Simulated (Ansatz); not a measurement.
Cost and result for the atomization energy of C3H6BFO, SMILES `CB/C(F)=C\O` (12 atoms, 11 bonds).

Cartesian coordinates in Å:
```
C 0.986 0.388 -1.855
B -0.008 0.424 -0.657
C 0.138 -0.472 0.567
F 1.183 -1.350 0.628
C -0.663 -0.517 1.648
O -1.744 0.261 1.791
H 1.798 -0.333 -1.756
H 0.440 0.180 -2.783
H 1.417 1.386 -2.005
H -0.940 1.176 -0.661
H -0.438 -1.212 2.456
H -2.169 0.069 2.629
```

Charge 0, multiplicity 1. The geometry is a stationary point of PBE0-D4/def2-TZVP. It is one conformer, not always the lowest. Program: Ansatz. All runs use 4 threads of an Arm Neoverse V2 on a shared host. Times are those of one run each, without the atoms' runs, and a repeat can differ threefold. Electronic energies, without spin–orbit coupling; frozen cores. CCSD(T)/CBS adds CCSD(T) − MP2 in def2-TZVPP to the MP2 limit, and its time is that of the two runs behind it. T1 = 0.013; the RHF reference is unstable towards UHF. B3LYP takes the VWN-RPA correlation (the form of Gaussian; ORCA's B3LYP/G).

CCSD(T)/CBS is a level of theory with its own doubt, some kJ/mol a heavy atom from the limit and from the frozen cores, so smaller differences don't rank the functionals.

```csv
level,functions,wall time,atomization (kcal/mol),difference from CCSD(T)/CBS,per bond
PBE-D4/def2-TZVPP (with forces),270,2.1 s,1196.0,42.5,3.9
PBE0-D4/def2-TZVPP,270,2.3 s,1167.9,14.4,1.3
B3LYP-D4/def2-TZVPP (with forces),270,3.6 s,1160.5,7.0,0.6
r2SCAN-D4/def2-TZVPP (with forces),270,3.8 s,1167.0,13.5,1.2
B2PLYP/def2-TZVPP,270,4.8 s,1148.5,-5.0,-0.5
ωB97X-V/def2-TZVPP,270,6.5 s,1158.6,5.1,0.5
ωB97M-V/def2-TZVPP (with forces),270,9 s,1162.6,9.1,0.8
MP2/def2-QZVPP,522,22 s,1169.1,15.6,1.4
CCSD(T)/def2-TZVPP,270,3.2 min,1125.3,-28.2,-2.6
CCSD(T)/CBS(def2),–,3.6 min,1153.5,0.0,0.0
```

In def2-TZVPP, CCSD(T) changes the Hartree–Fock value by +281.2 kcal/mol (the triples alone add +19.0 kcal/mol) and MP2 by +308.4 kcal/mol; breaking electron pairs costs correlation energy, which Hartree–Fock lacks. From PBE to PBE0 (25 % exact exchange), in def2-TZVPP and without D4, the atomization energy moves by −27.4 kcal/mol: exact exchange takes away binding that semilocal exchange gives to molecules. The D4 term adds +7.6 kcal/mol with B3LYP and +4.0 kcal/mol with PBE0; it sums over pairs of atoms, weighted by their polarisabilities, and B3LYP, whose exchange is more repulsive, gets the larger term.
